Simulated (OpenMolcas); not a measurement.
An OpenMolcas run meant for S2+ (ANO-R1, X2C; inactive shells 1s 2s 2p 3s; intended active space 2 electrons in 3 orbitals (3p)). One step of its input:

```
&CASPT2
Multistate=3 1 2 3
Frozen=1 0
IPAE=0.25
Imaginary=0.1
MaxIter=60
WThr=0.0 0.3 0.05
PrWF=0.5
NoMix
```

Lines from the output:

```
|        MOLCAS_PRINT = 2
  |       MOLCAS_SOURCE = <dir>
  |    MOLCAS_STRUCTURE = 0
  |
   -----------------------------------------------------------------------------------------
++ ---------   Input file   ---------
>>> COPY JOB001 $Project.JobIph
&CASPT2
Multistate=3 1 2 3
Frozen=1 0
IPAE=0.25
Imaginary=0.1
MaxIter=60
WThr=0.0 0.3 0.05
PrWF=0.5
NoMix
-- ----------------------------------
>>> COPY JOB001 a.JobIph
*** symbolic link created: INPORB -> a.RasOrb
--- Start Module: caspt2 at  ---
()()()()()()()()()()()()()()()()()()()()()()()()()()()()()()()()()()()()()()()()()()()()()()()()()()
                                              &CASPT2
                                   only a single process is used
                       available to each process: 2.3 GB of memory, 1 thread
()()()()()()()()()()()()()()()()()()()()()()()()()()()()()()()()()()()()()()()()()()()()()()()()()()
 ###    ERROR: Unrecognized keyword: IPAE                                    ###
--- Stop Module: caspt2 at  /rc=_RC_INPUT_ERROR_ ---
.####################.
.# User input error #.
.####################.
```

What is wrong with the input?

A keyword is misspelt. OpenMolcas reads the first four letters of a keyword, so the setting is refused or falls back to its default.
